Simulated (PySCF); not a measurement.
Input file for PySCF: R-MP2/6-31G* on H8SSi2 (a complex), monomers drawn apart or pushed together.

```python
from pyscf import gto, scf, dft, mp
from pyscf.data.elements import chemcore

mol = gto.M(
    atom='''
    S     0.11707214   -0.62044738    0.19740103
    H     0.56597115    0.62354368   -0.03293470
    H    -1.16582462   -0.24740611    0.06577021
    Si    1.25693152   -0.00597473    4.22570920
    Si   -0.98266997    0.69334656    4.06923739
    H     2.10421844    0.71229372    3.24397632
    H     1.37451499   -1.46284839    3.98542334
    H     1.78617054    0.28535283    5.58285224
    H    -1.47092528    1.16167277    5.39168433
    H    -1.86153538   -0.41350461    3.62293059
    H    -1.11901306    1.81756006    3.11098425
    ''',
    basis='6-31g*',
    cart=True,
    charge=0, spin=0, verbose=3, max_memory=1800)
mf = scf.RHF(mol)
mf.conv_tol = 1e-8
mf.max_cycle = 100
mf.kernel()
if not mf.converged:
    mf = mf.newton().run(mf.mo_coeff, mf.mo_occ)
pt = mp.MP2(mf, frozen=chemcore(mol)).run()
```

Problem. Predict the final total energy.

Solution. -980.2541 hartree.
